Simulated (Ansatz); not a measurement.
A run for Ansatz (an electronic-structure program): U-PBE0/def2-TZVPP on TcC, 2S+1 = 8, a spin state set in the input, which need not be the lowest. Elements past Kr take the def2 small-core potentials; no spin–orbit coupling.

Ansatz 0.2 input:
```yaml
crystal:
  periodic: [false, false, false]
  atoms:
    - {symbol: Tc, position_ang: [0.00000000, 0.00000000, 0.00000000]}
    - {symbol: C, position_ang: [0.00000000, 0.00000000, 2.11900000]}
basis:
  gaussian:
    orbitals: def2-TZVPP
hamiltonian:
  xc: {name: PBE0}
magnetization: {spin_polarized: true, initial_magnetization: 7}
relax: {f_tol: 0.002, max_steps: 120}
```

Program output:

```
WARN ansatz: RAYON_NUM_THREADS=1 ignored (pool sized by the plan → 1); use --threads N
Functional definition: PBE0
integrals: 0.02 GiB planned
560 factors; their error is unknown
mean field: 0.25 GiB planned
mean field evaluation 1: about -3222.1702 eV, gradient 2.7e1 eV
mean field evaluation 2: about -3183.4478 eV, gradient 6.8e1 eV
mean field evaluation 4: about -3226.5687 eV, gradient 7.6e0 eV
mean field evaluation 8: about -3226.8419 eV, gradient 1.2e-1 eV
mean field evaluation 16: about -3226.8543 eV, gradient 1.4e-3 eV
mean field evaluation 32: about -3226.7751 eV, gradient 4.1e-1 eV
mean field -3226.85431200 eV, -118.5847087254 hartree, gradient 6.1e-6 eV, S^2 15.773031; 3 other end points of the search recorded, 0 dependent functions left out
the calculation of the forces begins
reference -3226.85434220 eV, -118.5847098352 hartree; 14, 7 occupied and 73, 80 virtual orbitals, 560 factors
relax step   1: F+E_penalty+E_count = -3226.85431200 eV  Δ(F+E_penalty+E_count) = +0.000e0 eV  max|allowed force component| = 2.771e-1 eV/Å  Δτ_max = 0.0000 Å  (97 SCF iters, accepted)
these checks for a lower state are left out or cut short: starts, cluster_reference, orbital_swaps, neighbouring_geometries, increment
integrals: 0.02 GiB planned
560 factors; their error is unknown
mean field: 0.25 GiB planned
mean field -3226.85782381 eV, -118.5848377824 hartree, gradient 9.2e-6 eV, S^2 15.770005; 0 other end points of the search recorded, 0 dependent functions left out
the calculation of the forces begins
reference -3226.85785397 eV, -118.5848388907 hartree; 14, 7 occupied and 73, 80 virtual orbitals, 560 factors
relax step   2: F+E_penalty+E_count = -3226.85782381 eV  Δ(F+E_penalty+E_count) = -3.512e-3 eV  max|allowed force component| = 3.570e-2 eV/Å  Δτ_max = 0.0111 Å  (63 SCF iters, accepted)
these checks for a lower state are left out or cut short: starts, cluster_reference, orbital_swaps, neighbouring_geometries, increment
integrals: 0.02 GiB planned
560 factors; their error is unknown
mean field: 0.25 GiB planned
mean field evaluation 64: about -3226.8579 eV, gradient 1.1e-5 eV
mean field -3226.85787854 eV, -118.5848397934 hartree, gradient 1.2e-5 eV, S^2 15.769628; 0 other end points of the search recorded, 0 dependent functions left out
the calculation of the forces begins
reference -3226.85790869 eV, -118.5848409015 hartree; 14, 7 occupied and 73, 80 virtual orbitals, 560 factors
relax step   3: F+E_penalty+E_count = -3226.85787854 eV  Δ(F+E_penalty+E_count) = -5.472e-5 eV  max|allowed force component| = 7.598e-4 eV/Å  Δτ_max = 0.0016 Å  (64 SCF iters, accepted)
integrals: 0.02 GiB planned
560 factors; their error is unknown
mean field: 0.25 GiB planned
mean field evaluation 96: about -3226.8579 eV, gradient 2.2e-5 eV
mean field -3226.85787854 eV, -118.5848397934 hartree, gradient 1.2e-5 eV, S^2 15.769628; 4 other end points of the search recorded, 0 dependent functions left out
the calculation of the forces begins
reference -3226.85790869 eV, -118.5848409015 hartree; 14, 7 occupied and 73, 80 virtual orbitals, 560 factors
Total energy: -3226.85790869 eV, -118.5848409015 hartree
Atom 0 at     0.000000     0.000000     0.012618 Å, force    -0.000000    -0.000000    -0.000760 eV/Å
Atom 1 at    -0.000000    -0.000000     2.106382 Å, force     0.000000     0.000000     0.000760 eV/Å
Dipole moment:    -0.000000     0.000000    -0.877259 e Å
```

Self-consistency was reached.

Cost: about 16 core-seconds (a rough figure).
